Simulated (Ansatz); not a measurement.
The cluster Ga4O9H6. Total charge 0; triplet. Geometry r2SCAN-D4/def2-SVP, that of the neutral singlet; atoms count from 1.

```xyz
19

Ga    0.849   -1.222    0.799
Ga    0.015    1.374   -0.736
Ga    0.351    1.643    2.108
Ga   -0.588   -0.783   -2.081
O     1.097    2.441    0.378
O    -1.198   -1.429    0.583
O    -1.621   -1.717   -0.787
O     0.954   -0.021    2.150
O    -1.161    1.365    0.859
O     0.856   -0.312   -0.815
O    -0.935    1.068   -2.200
O     1.624   -2.815    0.865
O    -0.382   -1.765   -3.549
H    -1.582   -0.542    0.771
H     1.710   -3.146    1.768
H    -1.935    1.948    0.815
H     0.189    2.716    3.194
H    -0.298   -1.210   -4.336
H     2.052    2.406    0.215
```

The structure holds one bond between oxygen atoms, so isomers without such links may lie far lower. At PBE0-D4/def2-SVP a singlet of charge 0 lies 4.31 eV below the triplet at the same geometry. The structure comes from a short search, and lower isomers may exist.

Estimate the Mulliken populations from the PBE0/def2-SVP orbitals of Ansatz.


| atom | charge (e) | spin (α − β) |
| --- | --- | --- |
| Ga1 | 0.84 | 0.04 |
| Ga2 | 0.86 | 0.00 |
| Ga3 | 0.75 | 0.00 |
| Ga4 | 0.81 | 0.06 |
| O5 | -0.47 | 0.00 |
| O6 | -0.31 | 0.49 |
| O7 | -0.14 | 1.33 |
| O8 | -0.66 | 0.01 |
| O9 | -0.54 | 0.00 |
| O10 | -0.73 | 0.00 |
| O11 | -0.58 | 0.02 |
| O12 | -0.44 | 0.01 |
| O13 | -0.43 | 0.01 |
| H14 | 0.21 | 0.03 |
| H15 | 0.20 | 0.00 |
| H16 | 0.24 | 0.00 |
| H17 | -0.04 | 0.00 |
| H18 | 0.19 | 0.00 |
| H19 | 0.23 | 0.00 |
Mulliken values and Mayer orders depend strongly on the basis.

Where does the spin sit?

Summed by element: Ga 0.10, O 1.87, H 0.03, of 2 unpaired in all. Largest on single atoms: O7 1.33, O6 0.49, Ga4 0.06.

And the Mayer bond orders between bonded heavy atoms (over 0.3)?

Ga1–O6 0.46 (2.07 Å); Ga1–O8 0.90 (1.81 Å); Ga1–O10 0.64 (1.85 Å); Ga1–O12 1.16 (1.77 Å); Ga2–O5 0.70 (1.88 Å); Ga2–O9 0.51 (1.98 Å); Ga2–O10 0.66 (1.89 Å); Ga2–O11 1.19 (1.77 Å); Ga3–O5 0.43 (2.05 Å); Ga3–O8 1.07 (1.77 Å); Ga3–O9 0.47 (1.98 Å); Ga4–O7 0.61 (1.90 Å); Ga4–O10 0.53 (1.98 Å); Ga4–O11 0.82 (1.89 Å); Ga4–O13 1.17 (1.78 Å); O6–O7 0.41 (1.46 Å).
